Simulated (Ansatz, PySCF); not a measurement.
Gas-phase reaction (SMILES): [OH][AlH][OH] + N (NH3) -> [NH2][Al]([OH])[OH] + [H][H] (H2); ammonia cleaves one Al-H bond, a model of a ligand-exchange step.

Geometries: B3LYP-D3(BJ)/def2-TZVP minima from Ansatz (a first-principles code), one conformer each, not searched for the lowest. Correlated levels leave the core frozen unless marked. Spin-orbit coupling is left out. Non-relativistic. CBS marks a two-point X^-3 extrapolation of the correlation energy; Hartree-Fock from the larger set. Thermal terms are rigid-rotor harmonic-oscillator values from B3LYP-D3(BJ) frequencies (Ansatz or PySCF) at 298.15 K and 1 atm. 1 Eh = 627.5095 kcal/mol.

| species | E, CCSD(T)/CBS(aug-cc-pV(T+d)Z,aug-cc-pV(Q+d)Z) (Ansatz) (Eh) | E, wB97M-V/def2-TZVPD (Ansatz) (Eh) | H - E (Eh) |
|---|---|---|---|
| [OH][AlH][OH] | -394.27300 | -394.80806 | 0.03966 |
| N (NH3) | -56.50411 | -56.55014 | 0.03799 |
| [NH2][Al]([OH])[OH] | -449.62818 | -450.22108 | 0.06012 |
| [H][H] (H2) | -1.17444 | -1.16077 | 0.01336 |

**Question.** Work out ΔE and ΔH at 298.15 K at the first level, then ΔH at the second.

**Answer.** 
1. ΔE = [(-449.62818) + (-1.17444)] - [(-394.27300) + (-56.50411)] = -0.02551 Eh = -16.0 kcal/mol at CCSD(T)/CBS(aug-cc-pV(T+d)Z,aug-cc-pV(Q+d)Z).
2. The terms H - E add up to -0.00417 Eh, so ΔH = (-0.02551 + (-0.00417))×627.5095 = -18.6 kcal/mol.
3. At wB97M-V/def2-TZVPD the same steps give ΔE = -14.8 and ΔH = -17.5 kcal/mol, a shift of +1.1 from the first level.
4. These values are not checked against measurement here, since the tables used lack a sound gas-phase enthalpy of formation for at least one species.
